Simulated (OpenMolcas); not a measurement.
## Pd3+: moving the ligands

Pd3+ with 6 ligands (oxide) in octahedral coordination (Oh) at 2.14 Å. A charge of +1.5 e stands 2.8 Å behind each ligand. Ligand basis ANO-RCC-VDZP.

* Program: OpenMolcas
* Method: SS-CASPT2, IPEA 0.25 Eh, imaginary shift 0.1 Eh (closed shells correlated: 4s 4p and the ligand valence shells)
* Basis: ANO-RCC-VDZP [6s5p3d1f]
* Scalar Hamiltonian: DKH2, point nucleus
* Active space: 7 electrons in 5 orbitals (4d)
* State averaging: 2S+1 = 4 even, 10 roots; 2S+1 = 2 even, 40 roots
* Spin-orbit coupling: state interaction with AMFI integrals over the reference wave functions

Runs around this geometry, states (labels of O, the rotations of Oh). Energies in cm-1 above the lowest state or level, χT in cm3 K/mol.

```tsv
R (Å)	Ground state	First state of that spin	First gap with spin-orbit (degeneracies)	χT at 300 K	First state of another spin
2.06	2E	14440	7060 (4, 2)	0.515	4T1 8410
2.14	2E	12830	5200 (4, 2)	0.548	4T1 6500
2.19	2E	11840	4330 (4, 2)	0.572	4T1 5600
```

Roots that are degenerate in the reference are averaged as groups; the widest CASPT2 spread within a group is 690 cm-1 (the 2-fold group of multiplicity 2 near 30000 cm-1 above the lowest state of its run, R = 2.14). Shifts and gaps below about the spread of the groups concerned are not significant. Over all roots computed the reference weight is 0.56 to 0.59 in R = 2.06, 0.56 to 0.60 in R = 2.14, 0.55 to 0.60 in R = 2.19; a low but even weight reflects the number of correlated electrons. An orbital doublet at a regular site is open to a Jahn-Teller distortion, which this geometry leaves out. This shell can be high or low spin here, a state of another spin lies low, and with metal d orbitals alone active their balance is uncertain, so the ground spin may be wrong, although the usual error favours high spin. The oxide ions are held by bare point charges, a crude embedding. Ligand-to-metal charge-transfer states are missing. With no ligand orbital active B as a rule stays too high, so bands that hang on it stand too high and its fall with covalency is understated. With one d shell and no ligand orbital active, 10Dq can be off by a tenth or more. The least metal-like active orbital is 72 % on the metal (Löwdin) and no ligand orbital is active, so the numbers are rough (holds for R = 2.06). The least metal-like active orbital is 77 % on the metal (Löwdin) and no ligand orbital is active, so the numbers are rough (holds for R = 2.14). These CASPT2 states fit no ligand-field parameters well, so their order and spin gaps are uncertain (holds for R = 2.14; R = 2.19). The least metal-like active orbital is 78 % on the metal (Löwdin) and no ligand orbital is active, so the numbers are rough (holds for R = 2.19). No measured value stands beside these numbers; the geometry was imposed, not optimised, and the real ion may take another.
